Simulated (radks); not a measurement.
Values are calculated unless marked as measured or tabulated.
All-electron atom: Kr2+ in [Ar] 3d9.5 4s2 4p4.5 (fractional occupations, a model configuration).

Code: a radial shooting solver on a logarithmic mesh with Libxc functionals. Model: scalar-relativistic Kohn-Sham, BLYP, spin-polarised, spherical densities, finite nucleus; open shells are filled with parallel spins first; Fermi nuclear charge, rms radius 4.1884 fm.

Energy parts (hartree):
total: -2787.82944
kinetic: 2851.84458
electron-nucleus: -6685.53529
Hartree: 1141.66451
exchange-correlation: -95.80323

Orbitals (lengths in bohr, moments of r in powers of bohr; <r^-3> diverges for s and p1/2):
orbital  occ.  eigenvalue (hartree)       <r^4>  <r^-3>
1s up       1             -521.6944  0.00001386       -
1s down     1             -521.6891  0.00001386       -
2s up       1             -69.82667    0.002723       -
2s down     1             -69.80317    0.002721       -
2p up       3             -61.89704    0.001969    1496
2p down     3             -61.87669    0.001967    1496
3s up       1             -10.89963      0.1620       -
3s down     1             -10.86270      0.1622       -
3p up       3              -8.37272      0.1910   225.1
3p down     3              -8.33536      0.1910   224.7
3d up       5              -4.19452      0.2813   27.62
3d down   4.5              -4.15471      0.2806   27.59
4s up       1              -1.77118       9.305       -
4s down     1              -1.71498       9.511       -
4p up       3              -1.19866       17.42   24.32
4p down   1.5              -1.14532       18.46   24.00

The highest occupied level is 4p down at -31.166 eV. Summed over all electrons, <r^2> = 26.31 bohr^2, which gives a Langevin (diamagnetic) susceptibility term of -20.8 x 10^-6 cm^3/mol. The density falls to 0.001 e/bohr^3 at r = 3.47 bohr. The electron density at the nucleus is 5.018e+04 e/bohr^3 (large components only). Spin moment in Bohr magnetons: 2. The spin density at the nucleus is -0.4694 e/bohr^3 (1s -0.2944, 2s -0.7634, 3s 0.6823, 4s -0.0939).
